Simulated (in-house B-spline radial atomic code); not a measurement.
The numbers below are computed, except where a source is named.
## Making a Troullier-Martins p channel for Cd, r_c = 0.74 bohr

Cd, [Kr] 4d10 5s2, non-relativistic LDA (VWN5), spherical and spin-unpolarised, from a B-spline radial code for spherical atoms (atomic units). The all-electron 4p level is ε = -2.395260 hartree, its outermost node lies just inside 0.45 bohr and its outer maximum at 0.85 bohr.

Inside r_c the pseudo-orbital is u(r) = r^2 exp(p(r)), with p = c0 + c2 r² + c4 r⁴ + … + c12 r¹². The seven coefficients follow from p and its first four derivatives at r_c, from zero curvature of the screened potential at the origin, c4 = −c2²/(2l + 5), and from the norm inside r_c. At r_c the all-electron orbital has P = 1.092489, P' = 1.279788, the screened potential V = -10.44308, V' = 31.66412, V'' = -118.4614, and the norm inside is Q = 0.2355229.

(1) What are p, p' and p'' at r_c?

For a trial c2 the five matching conditions are linear in c0, c6, c8, c10 and c12, and c2 is varied until the norm inside r_c equals Q. The root nearest zero gives:

```tsv
n	c_n
0	2.043045
2	-7.198894
4	-7.403439
6	144.8484
8	-407.2602
10	465.6617
12	-195.9586
```

(2) Check c4 and p(r_c), and find the screened pseudopotential at the origin.

Orbitals and screened potentials:

```json
{"r (bohr)": "0.074", "P": "0.4131", "u": "0.0406", "V all-electron": "-472.4", "V pseudo": "-38.26"}
{"r (bohr)": "0.185", "P": "-0.3639", "u": "0.2057", "V all-electron": "-131.7", "V pseudo": "-34.43"}
{"r (bohr)": "0.296", "P": "-0.61", "u": "0.3666", "V all-electron": "-61.23", "V pseudo": "-21.23"}
{"r (bohr)": "0.407", "P": "-0.1626", "u": "0.4749", "V all-electron": "-34.77", "V pseudo": "-4.986"}
{"r (bohr)": "0.518", "P": "0.4207", "u": "0.6216", "V all-electron": "-22.0", "V pseudo": "2.021"}
{"r (bohr)": "0.629", "P": "0.858", "u": "0.872", "V all-electron": "-14.84", "V pseudo": "-6.25"}
{"r (bohr)": "0.74", "P": "1.092", "u": "1.092", "V all-electron": "-10.44", "V pseudo": "-10.44"}
```

Logarithmic derivatives P'/P at R = 1.04 bohr, for energies E around ε:

```tsv
E − ε (hartree)	all-electron	pseudo
-0.5	-0.416958	-0.419128
-0.25	-0.664647	-0.66526
-0.1	-0.822579	-0.822685
0	-0.932128	-0.932129
0.1	-1.04532	-1.04544
0.25	-1.22244	-1.22324
0.5	-1.5393	-1.54297
```

(3) With P(R) = 1.053576 and a norm of 0.6179314 inside R, what slope in energy does norm conservation fix?

Answers

(1) p = ln(P/r_c^2) = ln(1.092489/0.5476) = 0.69067. p' = P'/P − 2/r_c = 1.17144 − 2.70270 = -1.53126. The radial equation gives p'' = 2(V − ε) − 2(2) p'/r_c − p'² = -16.09564 − (-8.27708) − 2.34476 = -10.16332. Differentiating, p''' = 2V' + 2(2)p'/r_c² − 2(2)p''/r_c − 2p'p'' = 75.954, and p'''' = 2V'' − 4(2)p'/r_c³ + 4(2)p''/r_c² − 2(2)p'''/r_c − 2p''² − 2p'p''' = -739.71.

(2) −c2²/7 = -7.40344, as listed. The terms c_n r_c^n are 2.04304, -3.94211, -2.22004, 23.78505, -36.62063, 22.92913, -5.28378, which sum to 0.69067. Inverting the radial equation, V_l(r) = ε + 2 p'/r + (p'' + p'²)/2, so V_l(0) = ε + (2l + 3) c2 = -2.39526 + 5 × (-7.19889) = -38.3897 hartree, finite where the all-electron potential diverges.

(3) d(P'/P)/dE = −2 × (norm inside R)/P(R)² = -1.1134 per hartree·bohr at E = ε, for both atoms, since orbital and norm agree at R. Differences over ±0.1 hartree give -1.1137 (all-electron) and -1.1138 (pseudo), which also hold third-order terms. Half a hartree below ε the two curves differ by -0.0022.
